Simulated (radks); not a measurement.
V IX, 15 electrons, occupied as [Ne] 3s2 3p(1/2: 1, 3/2: 2) (the NIST ground configuration). All-electron calculation, Dirac Kohn-Sham, PBE, spin-unpolarised, spherical densities, finite nucleus; Fermi nuclear charge, rms radius 3.6002 fm. Program: a radial shooting solver on a logarithmic mesh with Libxc functionals.

Unscreened Slater integrals over Kohn-Sham orbitals (hartree). Large and small components are both included.

integral           value
F0(3p3/2,3p3/2)   1.0316
F2(3p3/2,3p3/2)  0.52547
F0(3p3/2,3p1/2)   1.0346
G2(3p3/2,3p1/2)  0.52662
F0(3p3/2,3s1/2)   1.0405
G1(3p3/2,3s1/2)  0.69379
F0(3p3/2,2p3/2)   1.3814
F2(3p3/2,2p3/2)  0.30280
G0(3p3/2,2p3/2)  0.12239
G2(3p3/2,2p3/2)  0.12875
F0(3p1/2,3p1/2)   1.0377
F0(3p1/2,3s1/2)   1.0435
G1(3p1/2,3s1/2)  0.69498
F0(3p1/2,2p3/2)   1.3885
G2(3p1/2,2p3/2)  0.12854
F0(3s1/2,3s1/2)   1.0507
F0(3s1/2,2p3/2)   1.3838
G1(3s1/2,2p3/2)  0.12576
F0(2p3/2,2p3/2)   3.3432
F2(2p3/2,2p3/2)   1.5722
